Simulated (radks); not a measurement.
Er I, 68 electrons, occupied as [Xe] 4f12 6s2. Method: scalar-relativistic Kohn-Sham, r2SCAN, spin-unpolarised, spherical densities, finite nucleus; meta-GGA in the generalised Kohn-Sham scheme; Fermi nuclear charge, rms radius 5.2516 fm; computed with a radial shooting solver on a logarithmic mesh with Libxc functionals.

Unscreened Slater integrals over Kohn-Sham orbitals (eV).

integral     value
F0(4f,4f)   31.352
F2(4f,4f)   14.443
F4(4f,4f)   8.9812
F6(4f,4f)   6.4399
F0(4f,6s)   7.8752
G3(4f,6s)  0.24075
F0(4f,5p)   19.678
F2(4f,5p)   6.6634
G2(4f,5p)   3.6395
G4(4f,5p)   2.7435
F0(4f,5s)   22.413
G3(4f,5s)   4.2527
F0(6s,6s)   6.0283
F0(6s,5p)   7.6097
G1(6s,5p)  0.47909
F0(6s,5s)   7.7056
G0(6s,5s)  0.24095
F0(5p,5p)   16.457
F2(5p,5p)   8.8164
F0(5p,5s)   17.755
G1(5p,5s)   11.772
F0(5s,5s)   19.493

Derived for the open shells (J is the average intra-shell exchange parameter used in DFT+U). 4f: F4/F2 = 0.622, F6/F2 = 0.446, J = (286 F2 + 195 F4 + 250 F6)/6435 = 1.164 eV.
